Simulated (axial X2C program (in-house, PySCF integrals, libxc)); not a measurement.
**Outer orbitals of TiSi at 2.423 Å, PBE0**

Calculated with an in-house all-electron X2C program for linear molecules (integrals from PySCF). Spin-free means the one-electron spin-free X2C Hamiltonian; two-component (2c) means X2C with spin–orbit coupling and atomic mean-field two-electron Coulomb and Gaunt terms, so the difference of the two also holds small scalar two-electron terms. Basis: Ti dyall-cv3z [10s10p6d4f2g], Si dyall-v3z [8s7p2d1f] (cores contracted in-house); Gaussian nuclei, density fitting, unrestricted open shells. Masses: Ti 47.948 u, Si 27.977 u.

The distance is close to the 2c PBE0 minimum; the highest filled and lowest empty levels are listed.

Spin-free orbitals, state M_S = 2, Λ = 2 (beyond evenly filled blocks: σα, π+α, π-α, δ+α) (Löwdin shares):

```tsv
symmetry	occupied	ε (eV)	atomic character
σα	yes	-12.17	62% Si s, 13% Ti p, 11% Ti d
σβ	yes	-10.66	64% Si s, 12% Ti p, 10% Ti s
σα	yes	-5.92	64% Ti d, 26% Si p, 5% Si s
δ+α	yes	-5.79	100% Ti d
π+α	yes	-5.49	50% Si p, 36% Ti d, 9% Ti p
π-α	yes	-5.44	53% Si p, 33% Ti d, 10% Ti p
σα	yes	-5.39	52% Ti s, 26% Si p, 16% Ti d
σβ	yes	-4.90	61% Si p, 24% Ti s, 8% Ti d
π-β	no	-2.19	56% Si p, 29% Ti d, 11% Ti p
π+β	no	-2.19	56% Si p, 29% Ti d, 11% Ti p
δ-α	no	-2.03	99% Ti d
σβ	no	-2.02	47% Ti s, 29% Ti p, 14% Si p
```

Spinors with spin–orbit coupling (state Ω = 4):

```tsv
ω	occupied	ε (eV)	atomic character	λ mixture
1/2	yes	-12.17	62% Si s, 13% Ti p, 11% Ti d	100% σ
-1/2	yes	-10.66	64% Si s, 12% Ti p, 10% Ti s	100% σ
1/2	yes	-5.92	64% Ti d, 26% Si p, 5% Si s	100% σ
5/2	yes	-5.78	100% Ti d	100% δ
3/2	yes	-5.48	50% Si p, 36% Ti d, 9% Ti p	100% π
-1/2	yes	-5.45	53% Si p, 33% Ti d, 10% Ti p	100% π
1/2	yes	-5.39	52% Ti s, 26% Si p, 16% Ti d	100% σ
-1/2	yes	-4.90	61% Si p, 23% Ti s, 8% Ti d	100% σ
1/2	no	-2.20	56% Si p, 29% Ti d, 12% Ti p	100% π
-3/2	no	-2.18	55% Si p, 30% Ti d, 11% Ti p	100% π
-3/2	no	-2.04	99% Ti d	100% δ
-1/2	no	-2.02	47% Ti s, 29% Ti p, 14% Si p	100% σ
```

Mulliken charges and populations of the two-component result (they depend on the basis, above all on diffuse functions):

Ti 0.23 e (s 6.98 p 12.24 d 2.54 f 0.02), Si -0.23 e (s 5.87 p 8.30 d 0.05). ⟨Lz⟩ = 2.00 ħ and ⟨Sz⟩ = 2.00 ħ (1.44 and 0.56 on the two atoms), which add up to Ω.

The state is one determinant whose occupation by symmetry is held fixed; it was picked as the lowest of a PBE0 search that is not exhaustive. Density functionals use the spin component along the axis (collinear). PBE0 can misorder states that lie within some tenths of an eV, so this need not be the ground state of the molecule. The nearest other spin-free determinant of the search, M_S = 1, Λ = 3, lies 0.55 eV up at the distance of the search. The functionals have no current-density term, which raises determinants with orbital currents, atoms included. With several unpaired electrons one determinant need not be a pure state. Open-shell Ω = 0 determinants with evenly filled partner blocks cannot be reached by this program, so the Ω shown need not be the lowest component.
